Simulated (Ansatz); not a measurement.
A run for Ansatz (a quantum-chemistry and plane-wave program): U-r2SCAN/cc-pVTZ on GaH3Se (SMILES [GaH2][SeH]), a point of a bond scan (R = 4.709 Å).

Ansatz 0.2 input:
```yaml
crystal:
  periodic: [false, false, false]
  atoms:
    - {symbol: Ga, position_ang: [0.27485932, 0.01121965, -1.15295017]}
    - {symbol: H, position_ang: [-0.80375620, -0.57601799, -2.11691732]}
    - {symbol: H, position_ang: [1.66169621, 0.60371444, -1.55587958]}
    - {symbol: Se, position_ang: [-0.30399105, -0.02839877, 1.11359069]}
    - {symbol: H, position_ang: [3.73155439, 1.95064597, 2.51704016]}
basis:
  gaussian:
    orbitals: cc-pVTZ
hamiltonian:
  xc: {name: r2SCAN}
magnetization: {spin_polarized: true, initial_magnetization: 0}
```

Task: Predict the final total energy.

Result: -4328.1584 hartree. Its determinant has ⟨S²⟩ = 1.01, a mixture of spin states.

Task: How many basis functions does it have, and what does it roughly cost on one machine?

Result: 128 functions; very roughly 29 core-seconds.
